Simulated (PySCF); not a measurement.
Computed with PBE0-D3(BJ)/def2-TZVP (PySCF). Isolated molecules, 0 K electronic values unless said otherwise. 

Reference species (SMILES): `[SiH3]B([SiH3])[SiH3]` (neutral, multiplicity 1).

```yaml
dipole_moment: 0.10 D
```

Changed species: `[SiH3]B([SiH3])Br` (whole molecule; the reference has whole molecule).

Task: Predict the effect on the dipole moment.

Result: the dipole moment goes up by 0.04 D, to 0.14 D.
